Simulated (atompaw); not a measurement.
An all-electron radial function and its pseudo partner (manganese)

Columns: radius, all-electron u(r) and pseudo u(r) of the 3d shell (level -10.66 eV) of manganese in the configuration [Ne] 3s2 3p6 3d5 4s1.5 4p0; PBE, scalar-relativistic, PAW (atompaw) scheme, atompaw 4.2.0.5.

```json
{"r (bohr)": "0.087", "all-electron": "0.0425", "pseudo": "0.0004"}
{"r (bohr)": "0.173", "all-electron": "0.1872", "pseudo": "0.0028"}
{"r (bohr)": "0.260", "all-electron": "0.3757", "pseudo": "0.0094"}
{"r (bohr)": "0.346", "all-electron": "0.5507", "pseudo": "0.0216"}
{"r (bohr)": "0.433", "all-electron": "0.6922", "pseudo": "0.0408"}
{"r (bohr)": "0.519", "all-electron": "0.7922", "pseudo": "0.0672"}
{"r (bohr)": "0.606", "all-electron": "0.8556", "pseudo": "0.1014"}
{"r (bohr)": "0.692", "all-electron": "0.8866", "pseudo": "0.1421"}
{"r (bohr)": "0.779", "all-electron": "0.8931", "pseudo": "0.1888"}
{"r (bohr)": "0.865", "all-electron": "0.8818", "pseudo": "0.2388"}
{"r (bohr)": "0.952", "all-electron": "0.8581", "pseudo": "0.2910"}
{"r (bohr)": "1.038", "all-electron": "0.8268", "pseudo": "0.3418"}
{"r (bohr)": "1.125", "all-electron": "0.7903", "pseudo": "0.3900"}
{"r (bohr)": "1.212", "all-electron": "0.7513", "pseudo": "0.4326"}
{"r (bohr)": "1.298", "all-electron": "0.7117", "pseudo": "0.4672"}
{"r (bohr)": "1.385", "all-electron": "0.6718", "pseudo": "0.4930"}
{"r (bohr)": "1.471", "all-electron": "0.6331", "pseudo": "0.5087"}
{"r (bohr)": "1.558", "all-electron": "0.5953", "pseudo": "0.5144"}
{"r (bohr)": "1.644", "all-electron": "0.5595", "pseudo": "0.5106"}
{"r (bohr)": "1.731", "all-electron": "0.5249", "pseudo": "0.4984"}
{"r (bohr)": "1.817", "all-electron": "0.4926", "pseudo": "0.4799"}
{"r (bohr)": "1.904", "all-electron": "0.4616", "pseudo": "0.4567"}
{"r (bohr)": "1.990", "all-electron": "0.4328", "pseudo": "0.4314"}
{"r (bohr)": "2.077", "all-electron": "0.4054", "pseudo": "0.4052"}
{"r (bohr)": "2.163", "all-electron": "0.3799", "pseudo": "0.3799"}
{"r (bohr)": "2.250", "all-electron": "0.3557", "pseudo": "0.3557"}
```

(1) How many radial nodes do the two functions have?

(2) Is the pseudo-wave norm-conserving?

Answers

(1) The all-electron 3d function has n − l − 1 = 0; the pseudo-wave has 0.

(2) No, it belongs to a PAW set: the norm inside the radius is not constrained, and the difference is carried by the augmentation charge.
